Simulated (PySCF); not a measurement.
Predicted microwave data (PBE0-D3(BJ)/def2-SVP geometry optimisation, gas phase (PySCF 2.14.0)) for one isomer of C4H5FSi:

| Quantity | Value |
| --- | --- |
| Rotational constants | A = 6202, B = 2383, C = 1757 MHz |
| Dipole components | \|μa\| = 0.88 D, \|μb\| = 0.60 D, \|μc\| = 0.00 D |
| Inertial defect | -5.93 u·Å² |
| κ | -0.72 |

Question: Which candidate fits, each taken in the one conformer that was computed?
A. `FC1=C[SiH2]C=C1`
B. `FC1=CC=C[SiH2]1`

Answer: A. It is FC1=C[SiH2]C=C1, an asymmetric top, point group Cs. The candidates at the same level (rigid rotor, commonest isotopes):

| SMILES | A (MHz) | B (MHz) | C (MHz) | μa (D) | μb (D) | μc (D) | Δ (u·Å²) | point group | rotor |
| --- | --- | --- | --- | --- | --- | --- | --- | --- | --- |
| FC1=C[SiH2]C=C1 | 6202 | 2383 | 1757 | 0.88 | 0.60 | 0.00 | -5.93 | Cs | asymmetric top |
| FC1=CC=C[SiH2]1 | 4823 | 2819 | 1817 | 1.23 | 0.39 | 0.00 | -5.96 | Cs | asymmetric top |

`FC1=CC=C[SiH2]1` has A 22 % too low. In the right answer the mirror of this Cs structure is the ab plane, so μc vanishes by symmetry. No structure here is proved a minimum.
